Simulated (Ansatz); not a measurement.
Reaction (formal exchange of groups at the Si–C bond): `N=C([SiH3])CN` + `N[SiH2][SiH](O)F` → `N[SiH2][SiH](F)[SiH3]` + `N=C(O)CN`

Computed with Ansatz on PBE0-D4/def2-TZVP structures; ΔE is electronic, products minus reactants. CBS: MP2 limit from def2 TZ/QZ plus the TZ coupled-cluster correction, frozen cores. DFT in def2-TZVPP. B3LYP here is the variant with VWN-RPA as its local correlation; programs differ in this. One conformer a species, not always the lowest.

| level | ΔE (kcal/mol) | difference from CCSD(T)/CBS |
| --- | --- | --- |
| PBE-D4 | 18.3 | -7.4 |
| r2SCAN-D4 | 21.0 | -4.7 |
| PBE0-D4 | 19.4 | -6.3 |
| B3LYP-D4 | 23.1 | -2.6 |
| B2PLYP | 24.4 | -1.3 |
| r2SCAN | 20.9 | -4.8 |
| B3LYP | 22.2 | -3.5 |
| HF/def2-TZVPP | 23.8 | -1.9 |
| SCS-MP2/def2-TZVPP | 27.1 | 1.4 |
| CCSD/def2-TZVPP | 25.1 | -0.6 |
| HF/def2-QZVPP | 24.1 | -1.6 |
| MP2/def2-QZVPP | 27.8 | 2.1 |
| SCS-MP2/def2-QZVPP | 27.5 | 1.8 |
| HF/CBS(def2) | 24.1 | -1.6 |
| MP2/CBS(def2) | 28.0 | 2.3 |
| CCSD/CBS(def2) | 25.7 | 0.0 |
| CCSD(T)/CBS | 25.7 | 0 |

Largest T1 diagnostic among the species: 0.013.

From PBE to PBE0 (25 % exact exchange), in def2-TZVPP and without D4, ΔE moves by +1.3 kcal/mol. In def2-TZVPP, CCSD(T) changes the Hartree–Fock value by +1.2 kcal/mol (the triples alone add −0.0 kcal/mol) and MP2 by +3.5 kcal/mol.

CCSD(T)/CBS has its own doubt, a few kJ/mol and more with outer-core shells, so smaller differences from it don't rank the levels.
